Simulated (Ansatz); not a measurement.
Computed with Ansatz on PBE0-D4/def2-TZVP structures; ΔE is electronic, products minus reactants. CBS: MP2 limit from def2 TZ/QZ plus the TZ coupled-cluster correction, frozen cores. Functionals use def2-TZVPP. HSE06 is defined as in plane-wave codes. Elements past krypton have def2 core potentials. For Hf outer-core shells are correlated without core-valence functions, which leaves a few kJ/mol of doubt a bond. One conformer a species, not always the lowest.

`[Cl][Hf]([Cl])([Cl])[c]1ccccc1` + `OCC(F)(F)F` → `FC(F)(F)C[O][Hf]([Cl])([Cl])[Cl]` + benzene  (ligand exchange at the Hf–C bond)

`[Cl][Hf]([Cl])([Cl])[c]1ccccc1`:

Cartesian coordinates in Å:
```
Cl -3.554 1.786 0.818
Hf -2.050 1.426 -0.927
Cl -2.956 0.147 -2.654
Cl -1.108 3.402 -1.731
C -0.411 0.262 -0.105
C 0.623 -0.089 -0.983
C 1.714 -0.829 -0.553
C 1.790 -1.233 0.772
C 0.779 -0.899 1.662
C -0.310 -0.159 1.228
H 0.588 0.215 -2.028
H 2.503 -1.090 -1.249
H 2.641 -1.812 1.112
H 0.841 -1.217 2.697
H -1.090 0.091 1.940
```

`OCC(F)(F)F`:

Cartesian coordinates in Å:
```
O -1.233 -0.102 1.039
C -0.009 -0.502 0.505
C 0.497 0.460 -0.551
F 0.712 1.683 -0.069
F -0.393 0.576 -1.552
F 1.643 0.016 -1.078
H -1.895 -0.115 0.342
H 0.720 -0.519 1.317
H -0.041 -1.498 0.046
```

`FC(F)(F)C[O][Hf]([Cl])([Cl])[Cl]`:

Cartesian coordinates in Å:
```
F 1.475 -1.652 -0.186
C 0.996 -0.946 -1.213
F 1.119 -1.685 -2.319
F 1.763 0.138 -1.349
C -0.461 -0.577 -1.005
O -0.611 0.187 0.134
Hf -0.606 1.213 1.721
Cl -1.468 3.326 1.228
Cl 1.577 1.392 2.517
Cl -1.958 0.135 3.291
H -0.794 -0.025 -1.890
H -1.033 -1.506 -0.929
```

`c1ccccc1`:

```xyz
12

C     0.232   -0.970    0.964
C     1.064    0.138    0.880
C     0.831    1.108   -0.084
C    -0.232    0.970   -0.964
C    -1.064   -0.138   -0.880
C    -0.831   -1.108    0.084
H     0.414   -1.728    1.718
H     1.895    0.245    1.568
H     1.481    1.973   -0.149
H    -0.414    1.728   -1.718
H    -1.895   -0.245   -1.568
H    -1.481   -1.973    0.150
```

```tsv
level	ΔE (kJ/mol)	difference from CCSD(T)/CBS
PBE-D4	-173.7	2.7
revPBE-D4	-172.1	4.3
r2SCAN-D4	-181.8	-5.4
r2SCAN0-D4	-181.5	-5.1
HSE06-D4	-175.0	1.4
CAM-B3LYP-D4	-192.0	-15.6
revPBE	-177.3	-0.9
BLYP	-188.3	-11.9
PBE0	-179.5	-3.1
r2SCANh	-183.1	-6.7
BHLYP	-193.4	-17.0
LC-ωPBE	-191.6	-15.2
HF/def2-SVP	-204.1	-27.7
MP2/def2-SVP	-183.6	-7.2
CCSD/def2-SVP	-190.9	-14.5
CCSD/def2-TZVPP	-180.5	-4.1
CCSD(T)/CBS	-176.4	0
```

Largest T1 diagnostic among the species: 0.014.

Leaving LDA and LC-ωPBE aside and taking each functional with its dispersion term where it has one, the values spread over 19.9 kJ/mol, from CAM-B3LYP-D4 to revPBE-D4. From BLYP to BHLYP (50 % exact exchange), in def2-TZVPP and without D4, ΔE moves by −5.1 kJ/mol.

CCSD(T)/CBS has its own doubt, a few kJ/mol and more with outer-core shells, so smaller differences from it don't rank the levels.
